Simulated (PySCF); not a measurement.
**Relaxation of quartet CrOCl**

Method: UB3LYP in PySCF with Cr def2-SVP, O def2-SVP, Cl def2-SVP; no relativity; density-fitted integrals. A (50,194) grid was used.

A hand-made linear start, of C∞v symmetry, held to at least that symmetry:

```xyz
3
charge 0 multiplicity 4, angstrom
Cr    0.0000    0.0000   -0.4899
O     0.0000    0.0000   -2.1699
Cl    0.0000    0.0000    1.7201
```

Optimiser trace:
```csv
step,E − E(last) (kJ/mol),largest gradient (Eh/bohr)
0,10.68,0.04539
1,0.53,0.01206
2,0.10,0.00566
3,0.00,0.00035
4,0.00,0.00004
```

It ends at C∞v with Cr–Cl 2.194 Å, Cr–O 1.597 Å; Cl–Cr–O 180.0° (after a last refinement on a finer grid). A frequency run shows 2 imaginary modes (one degenerate set), down to 148i cm⁻¹, so it is a higher-order saddle point. Other isomers or separated fragments may lie lower.

Other spin states or occupations of the open shell can lie lower.

The relaxation took about 16 core-seconds on a shared host.
